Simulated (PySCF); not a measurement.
SnF3Br, SMILES [F][Sn]([F])([F])[Br]. The structure is a stationary point at B3LYP-D3(BJ)/def2-SVP. The structure was generated by enumeration; whether it is a known compound was not checked. The def2 effective core potentials stand for the cores of Sn; spin–orbit coupling is left out.

The numbers are results of PySCF with B3LYP-D3(BJ)/def2-SVP, not measurements.

Harmonic wavenumbers (cm⁻¹): 109, 109, 166, 166, 180, 278, 642, 669, 669. Rotational constants (GHz): 2.810, 0.9979, 0.9979; symmetry number 3.

### Question
Work out the zero-point energy and the ideal-gas rigid-rotor harmonic-oscillator thermochemistry at 298.15 K and 1 atm.

### Answer
ZPE = ½ Σ hcν = ½ × 2987 cm⁻¹ = 4.27 kcal/mol. H − E(el) = 9.21 kcal/mol. Entropy in cal/(mol K): translation 42.52, rotation 26.95, vibration 16.48, total 85.94. G − E(el) = -16.41 kcal/mol. Cp = 21.91 cal/(mol K). Modes under 150 cm⁻¹ make the vibrational entropy uncertain.
